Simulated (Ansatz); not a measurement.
Abridged output of a molecular run in Ansatz:

```
Functional definition: HF
2067 factors; integrals over basis functions are off by at most 1.0e-3 eV
mean field evaluation 1: about -34468.1362 eV, gradient 5.8e1 eV
mean field evaluation 2: about -34468.5549 eV, gradient 5.8e1 eV
mean field evaluation 4: about -34474.9315 eV, gradient 4.5e0 eV
mean field evaluation 8: about -34475.0294 eV, gradient 3.1e-1 eV
mean field evaluation 16: about -34475.0299 eV, gradient 1.1e-6 eV
mean field -34475.02992131 eV, -1266.9339815935 hartree, gradient 1.1e-6 eV, S^2 0.000000; 0 other end points of the search recorded, 0 dependent functions left out
19 core orbitals not correlated: weight in the atoms' cores, before any rotation towards them, 1.000 or more for the frozen orbitals, at most 0.000 for the correlated occupied ones
reference -34475.02992131 eV, -1266.9339815935 hartree; 22, 22 occupied and 307, 307 virtual orbitals, 2067 factors
second order -35.95155689 eV of doubles, -0.00000000 eV of singles
cycle   1  -36.31711174 eV  change   -3.7e-1 eV  update   1.2e-1
cycle   2  -37.10171897 eV  change   -7.8e-1 eV  update   3.6e-2
cycle   3  -37.28338937 eV  change   -1.8e-1 eV  update   1.8e-2
cycle   4  -37.26523848 eV  change    1.8e-2 eV  update   3.9e-3
cycle   5  -37.26209412 eV  change    3.1e-3 eV  update   1.8e-3
cycle   6  -37.26303528 eV  change   -9.4e-4 eV  update   5.4e-4
cycle   7  -37.26274289 eV  change    2.9e-4 eV  update   2.0e-4
cycle   8  -37.26261605 eV  change    1.3e-4 eV  update   5.8e-5
cycle   9  -37.26263471 eV  change   -1.9e-5 eV  update   2.3e-5
perturbative correction -1.39659277 eV, -0.0513238377 hartree
Total energy: -34513.68914879 eV, -1268.3546819994 hartree
```

Its atoms:

```xyz
14

C    -0.867   -1.052   -2.438
Si    0.146   -0.383   -1.045
F     0.906   -1.610   -0.322
S    -1.145    0.540    0.362
Si    0.315    1.267    1.766
O    -0.415    1.276    3.225
O     1.676    0.375    1.668
H    -0.232   -1.590   -3.145
H    -1.362   -0.236   -2.970
H    -1.634   -1.737   -2.068
H     1.213    0.542   -1.488
H     0.709    2.660    1.510
H    -0.929    0.509    3.485
H     1.619   -0.561    1.459
```

Task: Which basis set was used?
A. cc-pV(D+d)Z
B. def2-TZVPP
C. def2-SVP
D. cc-pV(Q+d)Z

Result: B. It gives 348 functions.

Task: Write the keys of the input that set method, charge and spin (a neutral closed shell needs none for the last two).

Result: 
```yaml
correlation: {method: ccsd_t}
```
